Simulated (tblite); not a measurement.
Species: C₂H₆O₃Si.
Geometry (GFN2-xTB, Å), atoms numbered from 1 in this order:
```
atom  x, y, z in Å
C1    -2.361    0.090   -0.197
O2    -1.029   -0.253   -0.427
Si3    0.265    0.258    0.379
O4     1.396   -0.587   -0.490
C5     2.673   -0.523   -0.232
O6     3.182    0.126    0.632
H7    -2.667   -0.197    0.811
H8    -2.508    1.166   -0.309
H9    -2.976   -0.437   -0.925
H10    0.497    1.692    0.240
H11    0.280   -0.176    1.772
H12    3.250   -1.160   -0.928
```

Method: GFN2-xTB as coded in tblite; computed harmonic values from a numerical Hessian at the method's own geometry, unscaled. This tight-binding method is rough: wavenumbers can miss measured ones by several per cent, in bad cases by 10 to 20. Modes of hydrogen on silicon can be 10 to 20 % off. One conformer, not necessarily the lowest.

Harmonic wavenumbers (cm⁻¹): 54.9, 79.1, 92.8, 127.1, 184.4, 227.3, 280.3, 576.1, 634.9, 676.7, 756.4, 777.5, 804.1, 828.5, 951.9, 1135.9, 1139.6, 1178.2, 1231.4, 1365.8, 1418.5, 1477.4, 1486.5, 1783.9, 2282.6, 2322.5, 2803.7, 2958.7, 2971.6, 2999.7.

A = 13267, B = 1376, C = 1275 MHz; mass 106.009 u (most abundant isotopes); point group Cs, symmetry number 1.

Question: What is the zero-point energy?

Answer: ½Σν̃ = 17804 cm⁻¹ = 212.99 kJ/mol.

Question: Give the ideal-gas entropy at 400 K and 1 bar in the rigid-rotor, harmonic-oscillator model (classical rotation).

Answer: Translation 173.13, rotation 116.74, vibration 126.05: S = 415.9 J/(mol K).

Question: And Cp and H(400 K) − H(0)?

Answer: Cp = 142.42 J/(mol K), of which vibrations give 109.17 (their classical limit is 30 R = 249.4); H(400 K) − H(0) = 37.68 kJ/mol without the zero-point energy, 24.38 from vibrations.

Question: Blend soft modes into free rotors: weight 1/[1 + (100 cm⁻¹/ν̃)⁴] for the oscillator and the rest for a rotor with moment μB/(μ + B), μ = h/(8π²ν), B = 10⁻⁴⁴ kg m². What vibrational entropy results?

Answer: 113.90 J/(mol K) in place of 126.05, which changes −T·S at 400 K by +4.86 kJ/mol.

Question: Which modes carry the vibrational entropy at 400 K?

Answer: 54.9 cm⁻¹: 21.82; 79.1 cm⁻¹: 18.79; 92.8 cm⁻¹: 17.48; 127.1 cm⁻¹: 14.89; 184.4 cm⁻¹: 11.88; 227.3 cm⁻¹: 10.22 J/(mol K); the other 24 give 30.97 together.

Question: How do the functions run with temperature in this model?

Answer: 
```
 T (K)  S (J/(mol K))  Cp (J/(mol K))  H − H(0) (kJ/mol)  G − H(0) (kJ/mol)  ln q(vib)
   150          309.2            84.7               9.30             -37.08       2.79
   250          357.7           107.5              18.88             -70.53       4.95
298.15          377.6           119.1              24.34             -88.24       5.91
   600          481.0           178.7              70.01            -218.57      11.33
   900          560.7           214.2             129.39            -375.27      16.04
```

q(vib) and H(0) count from the zero-point level.

Question: What must be added to the electronic energy to get the Gibbs energy at 400 K and 1 bar?

Answer: ZPE + [H(400 K) − H(0)] − T·S = 212.99 + 37.68 − 166.37 = 84.30 kJ/mol.

Hindered rotation and anharmonicity are outside this model. Other conformers, if any are populated, would add a mixing term that is left out.
